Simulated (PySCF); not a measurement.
C2H2ClF, SMILES C(Cl)(F)=C. Geometry optimised at TPSSh-D3(BJ)/def2-SVP.

**Question.** Give the equilibrium geometry at TPSSh-D3(BJ)/def2-SVP (PySCF confirms it by a frequency run) as a Z-matrix, and its point group. (Estimate from the structure and the level; the computed values follow.)

**Answer.** point group Cs.
```
C
F 1 1.3286
C 1 1.3314 2 123.13
H 3 1.0880 1 120.57 2 180.00
H 3 1.0905 4 120.14 1 180.00
Cl 1 1.7299 2 111.92 3 180.00
```
